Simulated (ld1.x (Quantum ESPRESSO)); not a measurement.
titanium, TM: configuration errors across variants

```
Element                 : Ti (Z = 22)
Generator               : ld1.x (Quantum ESPRESSO) 7.5
Type                    : norm-conserving Troullier–Martins (Kleinman–Bylander form)
Functional              : PBE
Relativity              : scalar-relativistic
Frozen core             : [Ne]
Valence charge          : 12
Reference configuration : 3s2 3p6 3d2 4s2 4p0
Partial waves           : 3p (bound): rc 0.90 bohr; 3d (bound): rc 1.25 bohr; 3s (bound): rc 1.25 bohr
Local potential         : the s channel
Core correction         : none
```

Occupied shells without a wave of their own: 4s. They enter only through the test configuration that unscreens the potential.

All-electron excitation energies from the reference (eV): (1) 3s2 3p6 3d2 4s1 4p0 7.347; (2) 3s2 3p6 3d2 4s0 4p0 20.919; (3) 3s2 3p6 3d1 4s0 4p0 47.867; (4) 3s2 3p6 3d2 4s0 4p1 11.123; (5) 3s1 3p6 3d2 4s2 4p0 69.655; (6) 3s2 3p5 3d2 4s2 4p0 45.557; (7) 3s2 3p6 3d1 4s2 4p1 4.672.

For the base: The 4s level has no wave, so the channel is fitted at the deeper level alone: the likely source of the large errors.

Errors AE − PS in meV (a dash: test not solved or not reliable):

| change | (1) | (2) | (3) | (4) | (5) | (6) | (7) | bound ghosts |
| --- | --- | --- | --- | --- | --- | --- | --- | --- |
| base | -198 | -523 | -815 | -379 | +35 | +51 | +74 | none |
| wave 3d (bound): rc 1.25 bohr becomes 3d (bound): rc 0.84 bohr | -198 | -523 | -816 | -380 | +43 | +57 | +73 | none |
| wave 3d (bound): rc 1.25 bohr becomes 3d (bound): rc 0.90 bohr | -198 | -523 | -817 | -380 | +43 | +57 | +72 | none |
| wave 3d (bound): rc 1.25 bohr becomes 3d (bound): rc 1.06 bohr | -198 | -523 | -817 | -379 | +42 | +55 | +72 | none |
| wave 3d (bound): rc 1.25 bohr becomes 3d (bound): rc 1.16 bohr | -198 | -523 | -816 | -379 | +39 | +53 | +73 | none |
| wave 3d (bound): rc 1.25 bohr becomes 3d (bound): rc 1.30 bohr | -198 | -523 | -814 | -379 | +34 | +50 | +74 | none |
| wave 3d (bound): rc 1.25 bohr becomes 3d (bound): rc 1.40 bohr | -198 | -523 | -812 | -379 | +26 | +45 | +76 | none |
| wave 3d (bound): rc 1.25 bohr becomes 3d (bound): rc 1.66 bohr | -198 | -523 | -799 | -379 | -6.4 | +22 | +87 | none |
| wave 3d (bound): rc 1.25 bohr becomes 3d (bound): rc 1.74 bohr | -198 | -523 | -792 | -379 | -21 | +12 | +93 | none |
| wave 3d (bound): rc 1.25 bohr becomes 3d (bound): rc 1.86 bohr | -198 | -523 | -784 | -379 | -39 | -2.0 | +101 | none |

Task: Give the same row for: wave 3d (bound): rc 1.25 bohr becomes 3d (bound): rc 1.54 bohr.

Result: -198, -523, -806, -379, +11, +35, +81; bound ghosts: none.
